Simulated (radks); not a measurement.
Problem. The mean radii <r> (bohr) of the occupied orbitals of an atom or ion are listed with their occupations. All-electron calculation, scalar-relativistic Kohn-Sham, PBE, spin-unpolarised, spherical densities, point nucleus. Program: a radial shooting solver on a logarithmic mesh with Libxc functionals.

| orbital | occ. | <r> |
|---|---|---|
| 1s | 2 | 0.01773 |
| 2s | 2 | 0.07489 |
| 2p | 6 | 0.06728 |
| 3s | 2 | 0.1939 |
| 3p | 6 | 0.1945 |
| 3d | 10 | 0.1762 |
| 4s | 2 | 0.4318 |
| 4p | 6 | 0.4594 |
| 4d | 10 | 0.4890 |
| 5s | 2 | 1.006 |
| 4f | 14 | 0.5566 |
| 5p | 6 | 1.170 |
| 5d | 6 | 1.757 |
| 6s | 1 | 2.793 |
| 7p | 1 | 11.11 |

Name the element and its charge.

Solution. Z = 76, osmium, charge 0: Os in [Xe] 4f14 5d6 6s1 7p1. The 1s radius gives Z: for a bare nucleus <r> = (2 gamma + 1)/(2Z) with gamma = sqrt(1 - (Z/c)^2), 0.01753 bohr for Z = 76, and screening makes it slightly larger (0.01773 here). The occupations add up to 76, and the charge is Z minus that.
